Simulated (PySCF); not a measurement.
Isomers of C5H6O5, one GFN2-xTB conformer each. Single-point energies are computed at PBE0/pcSseg-1 (PySCF, gas phase, no added dispersion term), electronic only.

| SMILES | GFN2-xTB relative energy (kcal/mol) |
| --- | --- |
| CO[C@@H]1COC(=O)C(=O)O1 | 7.1 |
| CC(=O)OC(=O)COC=O | 0.0 |

Conformers: `[CH3:1][O:2][C@@H:3]1[CH2:4][O:5][C:6](=[O:7])[C:8](=[O:9])[O:10]1` with C1–O2–C3–C4 -175°, O2–C3–C4–O5 -58°, C3–C4–O5–C6 -34°, C4–O5–C6–O7 172°, O5–C6–C8–O9 -149°; `[CH3:1][C:2](=[O:3])[O:4][C:5](=[O:6])[CH2:7][O:8][CH:9]=[O:10]` with C1–C2–O4–C5 -164°, C2–O4–C5–O6 11°, O4–C5–C7–O8 -169°, C5–C7–O8–C9 69°, C7–O8–C9–O10 5°.

Question: What does PBE0/pcSseg-1 give for the same structures?

Answer: 
```json
{"SMILES": "CC(=O)OC(=O)COC=O", "PBE0/pcSseg-1 E (Eh)": "-569.60580", "PBE0/pcSseg-1 (kcal/mol)": "0.0", "GFN2-xTB (kcal/mol)": "0.0", "point group": "C1"}
{"SMILES": "CO[C@@H]1COC(=O)C(=O)O1", "PBE0/pcSseg-1 E (Eh)": "-569.57443", "PBE0/pcSseg-1 (kcal/mol)": "19.7", "GFN2-xTB (kcal/mol)": "7.1", "point group": "C1"}
```

Both levels put the same isomer lowest. 

Question: Which frontier levels, dipoles and rotational constants go with these structures?

Answer: 
```
                 SMILES  HOMO (eV, PBE0/pcSseg-1)  LUMO (eV)  dipole (D)       A, B, C (MHz)
      CC(=O)OC(=O)COC=O                     -8.14      -1.05        4.25  3275, 687.0, 666.2
CO[C@@H]1COC(=O)C(=O)O1                     -8.19      -1.88        6.39    1977, 1233, 1044
```
